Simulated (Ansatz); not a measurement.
Atom: thallium atom, Tl, charge 0, multiplicity 2.

Wanted: electron affinity to the triplet, in eV. Conventions: LANL2DZ with its own core potentials from Na on; open shells spin-unrestricted; no spin-orbit coupling; each state is the SCF solution reached for its charge and spin; def2 sets with scalar-relativistic core potentials past Kr.

```
species             coefficient  E at B3LYP/LANL2DZ (Ansatz), Eh  E at wB97X-V/def2-TZVPD (Ansatz), Eh
------------------  -----------  -------------------------------  ------------------------------------
charge -1, triplet           -1                        -51.58086                            -172.46649
charge 0, doublet            +1                        -51.58738                            -172.46399
```

 1 Eh = 27.2114 eV.

Question: Work the quantity out at each level.

Answer: 
- B3LYP/LANL2DZ: the sum of coefficient times E is -0.00652 Eh, or -0.177 eV. Result: -0.18 eV.
- wB97X-V/def2-TZVPD: the sum of coefficient times E is 0.00250 Eh, or 0.068 eV. Result: 0.07 eV.

Ansatz is a program for electronic structure.
